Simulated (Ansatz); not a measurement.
Reaction (ligand exchange at the Si–O bond): `O[SiH2]O[SiH](F)F` + H₂Se → `O[SiH2][SeH]` + `O[SiH](F)F`

Isolated molecules relaxed with PBE0-D4/def2-TZVP in Ansatz; ΔE leaves out vibrations. CCSD(T)/CBS adds triple-zeta CCSD(T) − MP2 to the extrapolated MP2 energy (def2 sets, frozen cores). DFT in def2-TZVPP. B3LYP here is the variant with VWN-RPA as its local correlation; programs differ in this. For Se outer-core shells are correlated without core-valence functions, which leaves a few kJ/mol of doubt a bond. Scalar relativity is left out up to krypton. Each species was taken in one conformer, which may not be the lowest.

(1) Is it downhill or uphill in electronic energy at CCSD(T)/CBS, and by how much? (Estimate.)

(2) What do these levels give: PBE-D4, ωB97X-V, B2PLYP, PBE, r2SCAN, B3LYP, SCS-MP2/def2-TZVPP, CCSD(T)/def2-TZVPP, HF/def2-QZVPP, MP2/def2-QZVPP, HF/CBS(def2), CCSD/CBS(def2)? (An estimate is asked.)

Largest T1 diagnostic among the species: 0.012.

Results:

(1) Computed: Uphill: ΔE = +59.0 kJ/mol.

(2) Computed: PBE-D4 43.1, ωB97X-V 60.1, B2PLYP 62.6, PBE 41.9, r2SCAN 55.3, B3LYP 61.8, SCS-MP2/def2-TZVPP 65.1, CCSD(T)/def2-TZVPP 63.2, HF/def2-QZVPP 82.7, MP2/def2-QZVPP 57.5, HF/CBS(def2) 83.1, CCSD/CBS(def2) 62.3 kJ/mol.

From PBE to PBE0 (25 % exact exchange), in def2-TZVPP and without D4, ΔE moves by +5.8 kJ/mol. In def2-TZVPP, CCSD(T) changes the Hartree–Fock value by −16.6 kJ/mol (the triples alone add −3.3 kJ/mol) and MP2 by −20.9 kJ/mol.
